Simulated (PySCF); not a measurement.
C2H3N, triplet, at a GFN2-xTB geometry (a higher spin typed on purpose: for a closed-shell molecule this is an excited state); DF-CAMB3LYP/STO-3G run with PySCF.

Input for PySCF:
```python
from pyscf import gto, scf, dft

mol = gto.Mole()
mol.atom = '''
    C    -1.07799219    0.02838501    0.00627118
    C     0.34217185   -0.47008600    0.13522217
    N     1.23983392    0.32551057   -0.11379751
    H    -1.55551587   -0.60779227   -0.73783391
    H    -1.53194100   -0.09395255    0.98882234
    H    -1.17645856    1.07337678   -0.30336599
'''
mol.basis = 'sto-3g'
mol.spin = 2
mol.verbose = 4
mol.build()

mf = dft.UKS(mol)
mf.xc = 'camb3lyp'
mf = mf.density_fit(auxbasis='def2-universal-jkfit')
mf.kernel()
```

Predict the main parts of the log of this PySCF run.


```
PySCF version 2.14.0

[INPUT] verbose = 4
[INPUT] num. atoms = 6
[INPUT] num. electrons = 22
[INPUT] charge = 0
[INPUT] spin (= nelec alpha-beta = 2S) = 2
[INPUT] symmetry False subgroup None
[INPUT] Mole.unit = angstrom
[INPUT] Symbol           X                Y                Z      unit          X                Y                Z       unit  Magmom
[INPUT]  1 C     -1.077992190000   0.028385010000   0.006271180000 AA   -2.037110003520   0.053639894943   0.011850812678 Bohr   0.0
[INPUT]  2 C      0.342171850000  -0.470086000000   0.135222170000 AA    0.646611084036  -0.888333794992   0.255532867269 Bohr   0.0
[INPUT]  3 N      1.239833920000   0.325510570000  -0.113797510000 AA    2.342946548746   0.615125827951  -0.215046127557 Bohr   0.0
[INPUT]  4 H     -1.555515870000  -0.607792270000  -0.737833910000 AA   -2.939498976715  -1.148560930928  -1.394304015317 Bohr   0.0
[INPUT]  5 H     -1.531941000000  -0.093952550000   0.988822340000 AA   -2.894948928992  -0.177544588205   1.868603408452 Bohr   0.0
[INPUT]  6 H     -1.176458560000   1.073376780000  -0.303365990000 AA   -2.223184475300   2.028388142668  -0.573278636608 Bohr   0.0

nuclear repulsion = 58.2624963316506
number of shells = 12
number of NR pGTOs = 54
number of NR cGTOs = 18
basis = sto-3g
ecp = {}

******** <class 'pyscf.df.df_jk.DFUKS'> ********
method = DFUKS
initial guess = minao
damping factor = 0
level_shift factor = 0
DIIS = <class 'pyscf.scf.diis.CDIIS'>
diis_start_cycle = 1
diis_space = 8
diis_damp = 0
SCF conv_tol = 1e-09
SCF conv_tol_grad = None
SCF max_cycles = 50
direct_scf = False
number electrons alpha = 12  beta = 10
XC library pyscf.dft.libxc version 7.1.2
    S. Lehtola, C. Steigemann, M. J. T. Oliveira, and M. A. L. Marques,  SoftwareX 7, 1–5 (2018)
XC functionals = camb3lyp
    T. Yanai, D. P. Tew, and N. C. Handy,  Chem. Phys. Lett. 393, 51 (2004)
radial grids:
    Treutler-Ahlrichs [JCP 102, 346 (1995); DOI:10.1063/1.469408] (M4) radial grids

becke partition: Becke, JCP 88, 2547 (1988); DOI:10.1063/1.454033
pruning grids: <function nwchem_prune>
grids dens level: 3
symmetrized grids: False
atomic radii adjust function: <function treutler_atomic_radii_adjust>
small_rho_cutoff = 0
Set gradient conv threshold to 3.16228e-05
tot grids = 71568
******** <class 'pyscf.df.df.DF'> ********
auxbasis = def2-universal-jkfit
Create RSH-DF object <pyscf.df.df.DF object> for omega=0.33
******** <class 'pyscf.df.df.DF'> ********
auxbasis = auxmol.basis = def2-universal-jkfit
init E= -131.099388753087

cycle= 1 E= -130.740077807539  delta_E= 0.359  |g|= 0.267  |ddm|= 2.36
cycle= 2 E= -130.701764844518  delta_E= 0.0383  |g|= 0.411  |ddm|= 0.773
cycle= 3 E= -130.803573542969  delta_E= -0.102  |g|= 0.0293  |ddm|= 0.485
cycle= 4 E= -130.805442534137  delta_E= -0.00187  |g|= 0.0128  |ddm|= 0.103
cycle= 5 E= -130.805881902277  delta_E= -0.000439  |g|= 0.00759  |ddm|= 0.04
cycle= 6 E= -130.806091375914  delta_E= -0.000209  |g|= 0.00424  |ddm|= 0.0313
cycle= 7 E= -130.806234312984  delta_E= -0.000143  |g|= 0.00139  |ddm|= 0.0427
cycle= 8 E= -130.806250505789  delta_E= -1.62e-05  |g|= 0.000465  |ddm|= 0.0155
cycle= 9 E= -130.80625178199  delta_E= -1.28e-06  |g|= 0.00018  |ddm|= 0.00456
cycle= 10 E= -130.806251952914  delta_E= -1.71e-07  |g|= 8.38e-05  |ddm|= 0.00105
cycle= 11 E= -130.806251995501  delta_E= -4.26e-08  |g|= 2.31e-05  |ddm|= 0.000729
cycle= 12 E= -130.806251997195  delta_E= -1.69e-09  |g|= 3.32e-06  |ddm|= 0.000135
cycle= 13 E= -130.80625199722  delta_E= -2.47e-11  |g|= 1.36e-06  |ddm|= 1.3e-05
Extra cycle  E= -130.806251997222  delta_E= -2.05e-12  |g|= 1.18e-06  |ddm|= 3.7e-06
converged SCF energy = -130.806251997222  <S^2> = 2.0007473  2S+1 = 3.0004982
```
